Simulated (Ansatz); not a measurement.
The cluster Li8⁺. The state is a doublet with charge 1. Geometry PBE/def2-TZVP.

```xyz
8

Li    2.7819    0.4035   -0.3736
Li   -0.0374   -0.1561   -0.8193
Li    0.6205   -0.5085    1.7474
Li   -2.0858    0.7636    0.9337
Li    1.4632   -2.5399   -0.3561
Li   -1.5796    1.9558   -1.9523
Li   -1.6533   -2.2514    0.3736
Li    0.4905    2.3330    0.4468
```

The structure comes from a short search, and lower isomers may exist.

Estimate the α-spin orbital energies around the gap (eV) in Ansatz with PBE/def2-TZVP, r2SCAN/def2-TZVP, r2SCANh/def2-TZVP, PBE0/def2-TZVP.


| orbital | PBE/def2-TZVP | r2SCAN/def2-TZVP | r2SCANh/def2-TZVP | PBE0/def2-TZVP |
| --- | --- | --- | --- | --- |
| HOMO−9 | -54.11 | -55.67 | -57.13 | -58.18 |
| HOMO−8 | -54.10 | -55.66 | -57.12 | -58.18 |
| HOMO−7 | -53.83 | -55.37 | -56.85 | -57.93 |
| HOMO−6 | -53.82 | -55.36 | -56.84 | -57.92 |
| HOMO−5 | -53.59 | -55.10 | -56.58 | -57.68 |
| HOMO−4 | -52.68 | -54.14 | -55.61 | -56.75 |
| HOMO−3 | -8.27 | -8.43 | -8.77 | -9.20 |
| HOMO−2 | -6.99 | -6.99 | -7.21 | -7.56 |
| HOMO−1 | -6.69 | -6.67 | -6.87 | -7.20 |
| HOMO | -6.31 | -6.40 | -6.59 | -6.80 |
| LUMO | -5.20 | -4.96 | -4.79 | -4.68 |
| LUMO+1 | -5.07 | -4.84 | -4.68 | -4.56 |
| LUMO+2 | -4.89 | -4.64 | -4.47 | -4.36 |
| LUMO+3 | -4.74 | -4.57 | -4.39 | -4.21 |
| LUMO+4 | -4.72 | -4.52 | -4.35 | -4.20 |
| LUMO+5 | -4.37 | -4.07 | -3.92 | -3.83 |
| β HOMO | -6.58 | -6.54 | -6.74 | -7.08 |
| β LUMO | -5.69 | -5.32 | -5.14 | -5.13 |
